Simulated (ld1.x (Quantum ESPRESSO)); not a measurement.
## Transferability test, TM potential for Sn

Sn (Z = 50), norm-conserving Troullier–Martins (Kleinman–Bylander form), made with ld1.x (Quantum ESPRESSO) 7.5 (PBEsol, scalar-relativistic). Core [Kr], reference 4d10 5s2 5p1 (charge +1). Waves: 5p (bound): rc 2.65 bohr; 4d (bound): rc 1.40 bohr; 5s (bound): rc 1.90 bohr. Local part: the s channel. Core correction: none.

Energies are relative to the spin-unpolarised reference configuration 4d10 5s2 5p1; without spin polarisation the order of configurations can differ from experiment.

(1) Give the all-electron excitation energy and the error of the potential for: 4d10 5s2 5p2; 4d10 5s2 5p0; 4d10 5s1 5p0; 4d9 5s2 5p2; 4d9 5s2 5p3; 4d10 5s1 5p3; 4d10 5s1 5p2.

Levels in the configuration 4d10 5s1 5p0:

```json
{"level": "4d", "all-electron (eV)": "-55.059", "pseudo (eV)": "-54.929"}
{"level": "5s", "all-electron (eV)": "-35.961", "pseudo (eV)": "-35.944"}
```

## Answers

(1)

```json
{"valence configuration": "4d10 5s2 5p2", "charge": "0", "ΔE all-electron (eV)": "-6.898", "error AE − PS (meV)": "+2.0"}
{"valence configuration": "4d10 5s2 5p0", "charge": "+2", "ΔE all-electron (eV)": "13.972", "error AE − PS (meV)": "-3.7"}
{"valence configuration": "4d10 5s1 5p0", "charge": "+3", "ΔE all-electron (eV)": "44.986", "error AE − PS (meV)": "-1.9"}
{"valence configuration": "4d9 5s2 5p2", "charge": "+1", "ΔE all-electron (eV)": "25.753", "error AE − PS (meV)": "-327"}
{"valence configuration": "4d9 5s2 5p3", "charge": "0", "ΔE all-electron (eV)": "17.502", "error AE − PS (meV)": "-373"}
{"valence configuration": "4d10 5s1 5p3", "charge": "0", "ΔE all-electron (eV)": "0.111", "error AE − PS (meV)": "-0.7"}
{"valence configuration": "4d10 5s1 5p2", "charge": "+1", "ΔE all-electron (eV)": "7.687", "error AE − PS (meV)": "-0.4"}
```

ld1.x printed “convergence not achieved” for 7 of the counted tests; their residual had stalled under 1e-8, short of the target of 1e-14.
